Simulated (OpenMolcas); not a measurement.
Ar3+: from RASSCF to RASPT2

```json
{
 "Program": "OpenMolcas 26.06",
 "Basis": "ANO-R2 [5s4p3d1f]",
 "Scalar Hamiltonian": "X2C, finite nucleus",
 "Active space": "5 electrons in 9 orbitals (RAS2 3s 3p; RAS3 3d, at most 2 electrons)",
 "State averaging": "2S+1 = 4 odd, 1 root; 2S+1 = 2 odd, 11 roots; 2S+1 = 4 even, 3 roots; 2S+1 = 2 even, 9 roots",
 "Spin-orbit coupling": "RASSI with atomic mean-field integrals over the reference wave functions, term energies averaged over their components"
}
```

Methods on the same reference wave functions:
A. RASSCF
B. SS-RASPT2, IPEA 0.25 Eh, imaginary shift 0.1 Eh (closed shells correlated: 2s 2p)
C. MS-RASPT2, IPEA 0.25 Eh, imaginary shift 0.1 Eh (closed shells correlated: 2s 2p)

Energies in cm-1 above 3s2 3p3 4S* 3/2, the measured ground level; measured values from Saloman, J. Phys. Chem. Ref. Data 39, 033101 (2010).

```json
{"Level": "3s2 3p3 4S* 3/2", "A": "0.0", "B": "0.0", "C": "0.0", "Measured": "0.0"}
{"Level": "3s2 3p3 2D* 3/2", "A": "24895", "B": "21920", "C": "21920", "Measured": "21091"}
{"Level": "3s2 3p3 2D* 5/2", "A": "24999", "B": "22030", "C": "22030", "Measured": "21220"}
{"Level": "3s2 3p3 2P* 1/2", "A": "39029", "B": "36170", "C": "36120", "Measured": "34855"}
{"Level": "3s2 3p3 2P* 3/2", "A": "39139", "B": "36280", "C": "36230", "Measured": "35032"}
{"Level": "3s 3p4 4P 5/2", "A": "117444", "B": "117520", "C": "117520", "Measured": "117563"}
{"Level": "3s 3p4 4P 3/2", "A": "118304", "B": "118390", "C": "118390", "Measured": "118516"}
{"Level": "3s 3p4 4P 1/2", "A": "118796", "B": "118880", "C": "118880", "Measured": "119043"}
{"Level": "3s 3p4 2D 3/2", "A": "150480", "B": "148120", "C": "148120", "Measured": "145921"}
{"Level": "3s 3p4 2D 5/2", "A": "150520", "B": "148170", "C": "148170", "Measured": "145999"}
```

Deviations, from unrounded energies. A percentage is the sum of absolute deviations over the sum of measured energies, with the sign that they share, or ± where signs differ.

```json
{"Against measurement": "mean absolute deviation (cm-1)", "Levels": "9", "A": "2800", "B": "990", "C": "980"}
{"Against measurement": "other terms of the ground configuration (%)", "Levels": "4", "A": "+14.1", "B": "+3.7", "C": "+3.7"}
{"Against measurement": "other configurations (%)", "Levels": "5", "A": "±1.5", "B": "±0.7", "C": "±0.7"}
```

B, C lie about equally close to measurement and A furthest from it. The largest miss of C in the table is 3s 3p4 2D 3/2, by +2200 cm-1. The ranking rests on the paired levels alone, and a cruder setting can come out closer through cancelling errors.

Between B and C the level of the table that moves most is 3s2 3p3 2P* 1/2, by 55 cm-1 (lowest in C, highest in B). Moves below CASPT2's spread within the term are not significant.

The mean deviations of B to C differ by less than CASPT2's widest spread within a term (100 cm-1), so their order carries little weight.

From A to B the spin-free energies of the other terms of 3s2 3p3 shown, above 4S*, scale by factors of 0.88 to 0.93.

The lowest spin-free term lies below A's lowest term by 0.213 hartree in B, 0.213 hartree in C.

CASPT2 does not keep the components of a term degenerate, so their means are used; among the terms shown or strongly mixed into the levels shown the widest spread is 100 cm-1 (3s 3p4 2D, C). The run also gave levels led by 3s2 3p2 3d, which use shells meant for correlation; these and all levels above them are left out. Some terms mix strongly with configurations of 3d, whose occupation reaches 0.28 (3s 3p4 4P, 3s 3p4 2D). Computed and measured levels are paired by configuration, term and J; levels that our copy of the source lacks, or whose pairing is in doubt (as where it misses far off the trend of its configuration), stay unpaired and out of the deviations. Only configurations of the active space appear. The table leaves out levels that lie high or whose names do not pair safely across all columns.

* marks odd parity.
